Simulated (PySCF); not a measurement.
SMILES O[SiH2][SeH], PBE/def2-SVP optimised geometry.

```
7

O      1.12    -0.68     0.00
Si    -0.56    -0.68     0.00
Se    -1.53     1.42     0.00
H      1.53    -0.19     0.73
H     -0.94    -1.32    -1.29
H     -1.13    -1.42     1.18
H     -1.65     1.44     1.48
```

Density from PBE/def2-TZVP run with PySCF at that geometry.

Minimum of the electron density along straight lines between bonded atoms, close to the bond critical point (lines longer than 1.1 times the sum of covalent radii, or with two minima, are not listed):

```tsv
bond	length / Å	ρ at the minimum / e bohr⁻³	∇²ρ there / e bohr⁻⁵	position (fraction from the first atom)
O1–Si2	1.679	0.130	0.69	0.59
Si2–Se3	2.308	0.088	-0.04	0.36
O1–H4	0.974	0.344	…	0.80
Si2–H5	1.495	0.122	0.11	0.49
Si2–H6	1.505	0.119	0.11	0.49
Se3–H7	1.485	…	…	0.63
```

Question: Some entries are withheld; supply them.

Answer: 
- O1–H4, ∇²ρ there / e bohr⁻⁵: -2.24
- Se3–H7, ρ at the minimum / e bohr⁻³: 0.168
- Se3–H7, ∇²ρ there / e bohr⁻⁵: -0.29
